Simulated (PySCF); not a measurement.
Job file and geometry (Å, from GFN2-xTB) of an NMR shielding run on `FCC(C(C)(C)[SiH3])=S`, C$_{5}$H$_{11}$FSSi, GIAO PBE0/pcSseg-1 NMR shielding, non-relativistic, gas phase in PySCF 2.14.0, density-fitted response routines; density fitting, a coarse starting grid and PySCF grid level 2 are the driver's defaults:

```
$ OMP_NUM_THREADS=1 python probes_run.py task.json out

{"job": {"kind": "nmr", "xc": "PBE0", "basis": "pcSseg-1"}, "charge": 0, "multiplicity": 1}
C     -1.461735    -0.919545     0.796528
C     -0.351259    -0.175269     0.054970
C     -0.197674    -0.753672    -1.352705
Si    -0.898750     1.699929    -0.072635
C      0.898020    -0.160547     0.824818
S      0.960867    -0.355429     2.448928
C      2.218173     0.029490     0.132017
F      2.183961     0.948161    -0.890093
H     -1.648346    -0.479729     1.772435
H     -1.173522    -1.959497     0.950556
H     -2.384407    -0.897615     0.221597
H      0.513314    -0.197874    -1.955705
H      0.127504    -1.793353    -1.298304
H     -1.157644    -0.730213    -1.864216
H      0.064003     2.452085    -0.863658
H     -1.015568     2.205528     1.291738
H     -2.202802     1.648352    -0.734700
H      2.975536     0.370910     0.843688
H      2.540524    -0.922460    -0.312720
```

Problem. What does the program print?

Solution. 
```
coarse grid: 16584 points
cycle   1  E = -983.8599963440  dE =  7.756e-01  |g| = 5.661e-01  |ddm| = 3.954e+00
cycle   2  E = -983.7732349745  dE =  8.676e-02  |g| = 8.689e-01  |ddm| = 1.317e+00
cycle   3  E = -983.9240137799  dE = -1.508e-01  |g| = 1.637e-01  |ddm| = 9.608e-01
cycle   4  E = -983.9302215103  dE = -6.208e-03  |g| = 6.293e-02  |ddm| = 2.732e-01
cycle   5  E = -983.9312185747  dE = -9.971e-04  |g| = 1.623e-02  |ddm| = 1.012e-01
cycle   6  E = -983.9312774910  dE = -5.892e-05  |g| = 3.428e-03  |ddm| = 2.064e-02
cycle   7  E = -983.9312799283  dE = -2.437e-06  |g| = 7.898e-04  |ddm| = 4.495e-03
final grid: 150408 points
cycle   8  E = -983.9881363654  dE = -4.575e-05  |g| = 1.061e-02  |ddm| = 4.614e-02
cycle   9  E = -983.9880674936  dE =  6.887e-05  |g| = 1.909e-02  |ddm| = 3.393e-02
cycle  10  E = -983.9881626991  dE = -9.521e-05  |g| = 2.870e-03  |ddm| = 2.611e-02
cycle  11  E = -983.9881648377  dE = -2.139e-06  |g| = 3.687e-04  |ddm| = 3.551e-03
cycle  12  E = -983.9881648621  dE = -2.439e-08  |g| = 1.319e-04  |ddm| = 5.004e-04
cycle  13  E = -983.9881648651  dE = -2.985e-09  |g| = 3.620e-05  |ddm| = 1.365e-04
cycle  14  E = -983.9881648654  dE = -3.051e-10  |g| = 6.628e-06  |ddm| = 5.557e-05
converged SCF energy = -983.9881648654

GIAO shielding tensors (ppm)
atom      isotropic    diamagn.    paramagn.     s11        s22        s33       span
  0 C      154.246     246.685     -92.439    140.588    146.793    175.357     34.769
  1 C      129.686     249.780    -120.094     83.325    145.174    160.559     77.234
  2 C      163.709     248.272     -84.564    145.913    157.820    187.392     41.479
  3 Si     376.381     880.870    -504.488    309.464    361.708    457.972    148.508
  4 C      -88.938     262.533    -351.471   -253.591   -143.606    130.384    383.975
  5 S     -413.734    1058.244   -1471.978  -1609.262   -310.236    678.296   2287.559
  6 C       90.586     239.343    -148.757     61.080     84.917    125.762     64.682
  7 F      382.825     476.636     -93.810    334.169    357.166    457.140    122.971
  8 H       29.034      30.934      -1.900     24.652     27.874     34.577      9.925
  9 H       30.442      30.860      -0.419     26.981     27.913     36.431      9.450
 10 H       30.489      31.028      -0.539     26.617     28.718     36.131      9.514
 11 H       28.896      31.078      -2.183     23.889     28.591     34.207     10.318
 12 H       30.361      31.302      -0.941     26.871     27.387     36.824      9.952
 13 H       30.303      31.318      -1.015     26.102     28.690     36.116     10.014
 14 H       27.221      29.854      -2.633     22.893     27.209     31.560      8.667
 15 H       28.076      30.178      -2.102     24.571     26.573     33.084      8.513
 16 H       27.673      30.400      -2.726     24.754     25.606     32.660      7.907
 17 H       25.847      28.582      -2.736     20.353     26.200     30.988     10.635
 18 H       26.092      28.095      -2.003     24.368     25.120     28.789      4.421
```

Problem. Turn these shieldings into chemical shifts. Chemical shifts δ = σref − σ; ¹³C (σref 186.93), ²⁹Si (σref 349.16), ¹H (σref 31.72) against TMS; CS2 for ³³S (σref 503.73); ¹⁹F (σref 170.95) against CFCl3, all at this level.

Solution. Averaging equivalent atoms: C 4: 275.9; C 6: 96.3; C 1: 57.2; C 0/2: 27.9; Si 3: -27.2; S 5: 917; F 7: -211.9; H 17/18: 5.75; H 14/15/16: 4.06; H 8/9/10/11/12/13: 1.80 ppm. Unscaled 19F shifts against computed CFCl3 carry errors that often reach 10 to 50 ppm.

Size and cost of the density-fitted run: 205 basis functions, 57 s wall time on 1 thread of an Arm Neoverse V1, shared host; peak memory 0.91 GiB.
